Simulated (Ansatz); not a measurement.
A short molecular-dynamics run on (ClBe-mu-F)2 (Be2Cl2F2).

```yaml
crystal:
  periodic: [false, false, false]
  atoms:
    - {symbol: Be, position_ang: [0.723439, 0.434073, -0.753044]}
    - {symbol: Cl, position_ang: [1.894281, 1.141030, -1.971994]}
    - {symbol: F, position_ang: [-0.761716, -0.125062, -0.803958]}
    - {symbol: Be, position_ang: [-0.722912, -0.435347, 0.752818]}
    - {symbol: Cl, position_ang: [-1.895903, -1.137004, 1.972764]}
    - {symbol: F, position_ang: [0.762811, 0.122300, 0.803414]}
basis:
  gaussian: {orbitals: def2-SVP}
hamiltonian: {xc: {name: revPBE}, dispersion: d3bj}
md: {timestep: 0.5 fs, n_steps: 15, ensemble: nve, temperature: 1000, initial_velocities: maxwell_boltzmann, seed: 1}
scf: {omitted_lower_state_checks: [starts]}
```

```sh
$ ansatz run in.yaml --threads 4 --pin off --events-out ev --progress --plain --max-ram 3916MiB
```

| step | time (fs) | potential energy (eV) | kinetic (eV) | T (K) | conserved (eV) |
| --- | --- | --- | --- | --- | --- |
| 0 | 0.0 | -31271.4467 | 0.5170 | 1000 | -31270.9296 |
| 1 | 0.5 | -31271.4472 | 0.5176 | 1001 | -31270.9296 |
| 2 | 1.0 | -31271.4458 | 0.5162 | 998 | -31270.9296 |
| 3 | 1.5 | -31271.4425 | 0.5129 | 992 | -31270.9296 |
| 4 | 2.0 | -31271.4374 | 0.5078 | 982 | -31270.9296 |
| 5 | 2.5 | -31271.4306 | 0.5010 | 969 | -31270.9296 |
| 6 | 3.0 | -31271.4224 | 0.4928 | 953 | -31270.9296 |
| 7 | 3.5 | -31271.4128 | 0.4833 | 935 | -31270.9296 |
| 8 | 4.0 | -31271.4021 | 0.4725 | 914 | -31270.9295 |
| 9 | 4.5 | -31271.3903 | 0.4608 | 891 | -31270.9295 |
| 10 | 5.0 | -31271.3777 | 0.4482 | 867 | -31270.9295 |
| 11 | 5.5 | -31271.3645 | 0.4350 | 841 | -31270.9295 |
| 12 | 6.0 | -31271.3508 | 0.4213 | 815 | -31270.9295 |
| 13 | 6.5 | -31271.3367 | 0.4072 | 788 | -31270.9295 |
| 14 | 7.0 | -31271.3225 | 0.3930 | 760 | -31270.9295 |
| 15 | 7.5 | -31271.3082 | 0.3787 | 732 | -31270.9295 |

Velocities are drawn at the set temperature; a run this short doesn't reach equilibrium.

Frames (Å, forces in eV/Å):

```xyz
6
time=0.0 fs
Be    0.723    0.434   -0.753    0.078    0.047   -0.080
Cl    1.894    1.141   -1.972    0.116    0.070   -0.121
F    -0.762   -0.125   -0.804   -0.377   -0.061   -0.397
Be   -0.723   -0.435    0.753   -0.078   -0.047    0.080
Cl   -1.896   -1.137    1.973   -0.116   -0.070    0.121
F     0.763    0.122    0.803    0.377    0.061    0.397
6
time=0.5 fs
Be    0.728    0.436   -0.752   -0.055   -0.019   -0.098
Cl    1.895    1.142   -1.972    0.142    0.091   -0.157
F    -0.766   -0.130   -0.802   -0.265   -0.006   -0.375
Be   -0.722   -0.431    0.756   -0.105   -0.077    0.065
Cl   -1.898   -1.137    1.973   -0.079   -0.047    0.104
F     0.768    0.123    0.798    0.361    0.058    0.461
6
time=1.0 fs
Be    0.732    0.439   -0.752   -0.180   -0.081   -0.116
Cl    1.896    1.143   -1.971    0.167    0.111   -0.193
F    -0.770   -0.134   -0.800   -0.158    0.046   -0.352
Be   -0.720   -0.428    0.759   -0.129   -0.106    0.048
Cl   -1.901   -1.138    1.974   -0.043   -0.024    0.089
F     0.772    0.123    0.793    0.344    0.054    0.524
6
time=1.5 fs
Be    0.736    0.441   -0.751   -0.299   -0.141   -0.135
Cl    1.897    1.144   -1.971    0.193    0.132   -0.229
F    -0.774   -0.138   -0.798   -0.058    0.097   -0.327
Be   -0.719   -0.424    0.762   -0.153   -0.134    0.030
Cl   -1.904   -1.138    1.974   -0.008   -0.002    0.073
F     0.777    0.124    0.788    0.324    0.048    0.588
6
time=2.0 fs
Be    0.740    0.444   -0.751   -0.410   -0.197   -0.154
Cl    1.897    1.145   -1.970    0.218    0.153   -0.265
F    -0.778   -0.143   -0.796    0.038    0.145   -0.300
Be   -0.718   -0.420    0.765   -0.174   -0.162    0.010
Cl   -1.906   -1.139    1.974    0.027    0.020    0.059
F     0.782    0.124    0.783    0.301    0.042    0.650
6
time=2.5 fs
Be    0.744    0.446   -0.751   -0.513   -0.250   -0.175
Cl    1.898    1.146   -1.970    0.242    0.173   -0.301
F    -0.782   -0.147   -0.794    0.127    0.191   -0.271
Be   -0.717   -0.416    0.768   -0.194   -0.189   -0.011
Cl   -1.909   -1.139    1.975    0.061    0.041    0.045
F     0.787    0.125    0.778    0.276    0.034    0.712
6
time=3.0 fs
Be    0.748    0.448   -0.750   -0.608   -0.300   -0.196
Cl    1.899    1.147   -1.969    0.265    0.192   -0.335
F    -0.787   -0.152   -0.793    0.211    0.234   -0.242
Be   -0.716   -0.413    0.770   -0.212   -0.215   -0.033
Cl   -1.911   -1.140    1.975    0.094    0.062    0.032
F     0.792    0.125    0.773    0.249    0.025    0.773
6
time=3.5 fs
Be    0.752    0.450   -0.750   -0.695   -0.345   -0.218
Cl    1.900    1.149   -1.969    0.287    0.211   -0.368
F    -0.791   -0.156   -0.791    0.290    0.276   -0.211
Be   -0.714   -0.409    0.773   -0.227   -0.240   -0.055
Cl   -1.914   -1.140    1.976    0.126    0.083    0.020
F     0.797    0.126    0.768    0.220    0.016    0.833
6
time=4.0 fs
Be    0.755    0.452   -0.750   -0.774   -0.388   -0.242
Cl    1.901    1.150   -1.969    0.307    0.229   -0.400
F    -0.795   -0.160   -0.789    0.363    0.315   -0.180
Be   -0.713   -0.406    0.776   -0.241   -0.265   -0.078
Cl   -1.916   -1.141    1.976    0.157    0.103    0.009
F     0.802    0.126    0.763    0.188    0.005    0.891
6
time=4.5 fs
Be    0.759    0.454   -0.749   -0.845   -0.426   -0.266
Cl    1.902    1.151   -1.968    0.325    0.245   -0.430
F    -0.799   -0.165   -0.788    0.432    0.352   -0.149
Be   -0.712   -0.402    0.779   -0.253   -0.288   -0.102
Cl   -1.919   -1.141    1.977    0.187    0.122   -0.002
F     0.807    0.127    0.759    0.154   -0.006    0.949
6
time=5.0 fs
Be    0.762    0.456   -0.749   -0.909   -0.461   -0.292
Cl    1.902    1.152   -1.968    0.341    0.261   -0.458
F    -0.803   -0.169   -0.786    0.497    0.388   -0.117
Be   -0.712   -0.399    0.782   -0.263   -0.311   -0.125
Cl   -1.921   -1.142    1.977    0.216    0.141   -0.012
F     0.812    0.127    0.754    0.118   -0.018    1.004
6
time=5.5 fs
Be    0.765    0.458   -0.749   -0.965   -0.492   -0.319
Cl    1.903    1.153   -1.968    0.355    0.275   -0.484
F    -0.807   -0.173   -0.784    0.557    0.422   -0.086
Be   -0.711   -0.395    0.785   -0.271   -0.333   -0.148
Cl   -1.924   -1.142    1.977    0.243    0.160   -0.022
F     0.817    0.128    0.750    0.081   -0.031    1.057
6
time=6.0 fs
Be    0.767    0.460   -0.749   -1.014   -0.519   -0.346
Cl    1.904    1.154   -1.967    0.367    0.287   -0.507
F    -0.810   -0.177   -0.783    0.613    0.454   -0.055
Be   -0.710   -0.392    0.788   -0.277   -0.355   -0.170
Cl   -1.926   -1.143    1.978    0.270    0.177   -0.030
F     0.823    0.128    0.746    0.041   -0.044    1.109
6
time=6.5 fs
Be    0.770    0.461   -0.749   -1.056   -0.544   -0.374
Cl    1.905    1.155   -1.967    0.376    0.298   -0.528
F    -0.814   -0.181   -0.781    0.665    0.484   -0.024
Be   -0.709   -0.389    0.791   -0.282   -0.375   -0.192
Cl   -1.929   -1.143    1.978    0.296    0.195   -0.039
F     0.828    0.129    0.741    0.000   -0.057    1.157
6
time=7.0 fs
Be    0.772    0.462   -0.750   -1.091   -0.565   -0.402
Cl    1.906    1.157   -1.967    0.383    0.307   -0.546
F    -0.818   -0.185   -0.779    0.714    0.513    0.005
Be   -0.709   -0.386    0.793   -0.284   -0.395   -0.212
Cl   -1.931   -1.144    1.979    0.321    0.211   -0.046
F     0.833    0.129    0.738   -0.043   -0.071    1.203
6
time=7.5 fs
Be    0.773    0.463   -0.750   -1.119   -0.583   -0.431
Cl    1.907    1.158   -1.967    0.387    0.315   -0.562
F    -0.822   -0.189   -0.778    0.760    0.540    0.033
Be   -0.708   -0.383    0.796   -0.284   -0.414   -0.232
Cl   -1.934   -1.144    1.979    0.344    0.227   -0.053
F     0.838    0.130    0.734   -0.087   -0.085    1.245
```

It took 10 s on 4 threads of Arm Neoverse V1 on a shared host.
